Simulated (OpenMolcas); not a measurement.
**Levels of N³⁺ by method**

| Item | Value |
| --- | --- |
| Program | OpenMolcas 26.06 |
| Basis | ANO-R2 [4s4p2d1f] |
| Scalar Hamiltonian | X2C, finite nucleus |
| Active space | 2 electrons in 8 orbitals (2s 2p 3s 3p) |
| State averaging | 2S+1 = 3 even, 3 roots; 2S+1 = 1 even, 7 roots; 2S+1 = 3 odd, 3 roots; 2S+1 = 1 odd, 3 roots |
| Spin-orbit coupling | RASSI with atomic mean-field integrals over the reference wave functions, term energies averaged over their components |

Methods on the same reference wave functions:
A. CASSCF
B. SS-CASPT2, IPEA 0.25 Eh, imaginary shift 0.1 Eh (closed shells correlated: 1s)
C. MS-CASPT2, IPEA 0.25 Eh, imaginary shift 0.1 Eh (closed shells correlated: 1s)

Energies in eV above 2s² ¹S₀, the measured ground level; measured values from Moore, Selected Tables of Atomic Spectra, NSRDS-NBS 3, section 4.

| Level | A | B | C | Measured |
| --- | --- | --- | --- | --- |
| 2s² ¹S₀ | 0.0000 | 0.0000 | 0.0000 | 0.0000 |
| 2s 2p ³P°₀ | 8.4281 | 8.365 | 8.367 | 8.3329 |
| 2s 2p ³P°₁ | 8.4365 | 8.373 | 8.375 | 8.3407 |
| 2s 2p ³P°₂ | 8.4534 | 8.390 | 8.392 | 8.3586 |
| 2s 2p ¹P°₁ | 17.5448 | 16.477 | 16.479 | 16.2040 |
| 2p² ³P₀ | 21.9930 | 21.842 | 21.844 | 21.7636 |
| 2p² ³P₁ | 22.0014 | 21.850 | 21.852 | 21.7726 |
| 2p² ³P₂ | 22.0181 | 21.867 | 21.869 | 21.7881 |
| 2p² ¹D₂ | 24.6284 | 23.637 | 23.639 | 23.4184 |
| 2p² ¹S₀ | 30.3436 | 29.416 | 29.421 | 29.1821 |

Deviations, from unrounded energies. A percentage is the sum of absolute deviations over the sum of measured energies, with the sign that they share, or ± where signs differ.

| Against measurement | Levels | A | B | C |
| --- | --- | --- | --- | --- |
| mean absolute deviation (cm-1) | 9 | 4200 | 950 | 970 |
| other configurations (%) | 9 | +2.9 | +0.7 | +0.7 |

B, C lie about equally close to measurement and A furthest from it. The largest miss of B in the table is 2s 2p ¹P°₁, by +2200 cm-1. The ranking rests on the paired levels alone, and a cruder setting can come out closer through cancelling errors.

Between B and C the level of the table that moves most is 2p² ¹S₀, by 38 cm-1 (lowest in B, highest in C).

The lowest spin-free term lies below A's lowest term by 0.012 hartree in B, 0.012 hartree in C.

Active for correlation alone: 3p 3s; no level in the range computed is led by a configuration that fills them, so any true level of that kind is missing. Computed and measured levels are paired by configuration, term and J; levels that our copy of the source lacks, or whose pairing is in doubt (as where it misses far off the trend of its configuration), stay unpaired and out of the deviations. Levels of configurations outside the active space are missing.

° marks odd parity.
